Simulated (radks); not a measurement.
Question: These are the eigenvalues of the occupied orbitals of an atom or ion with whole-number occupations (hartree). Calculated with a radial shooting solver on a logarithmic mesh with Libxc functionals: scalar-relativistic Kohn-Sham, LDA (Slater exchange, Perdew-Wang correlation), spin-polarised, spherical densities, finite nucleus; Fermi nuclear charge, rms radius of each element as measured or else 0.836 A^(1/3) + 0.57 fm.

1s: -974.2639
2s: -145.2650
2p: -130.5059
3s: -27.62174
3p: -22.77892
3d: -15.17342
4s: -4.58827
4p: -3.16131
4d: -1.12858

Which element is it, and in what charge state? The configuration may be excited. Open shells, if any, are filled with parallel spins first.

Answer: Z = 48, cadmium, charge +2: Cd2+ in [Kr] 4d10. The list shows which subshells hold electrons but not how many an open one holds; the 1s level, -974.26 hartree, gives Z - s = 44.1 by -(Z - s)^2/2, which with screening and relativity narrows Z to a few neighbours, and the depths of the outer levels then fix element, charge and occupations together.
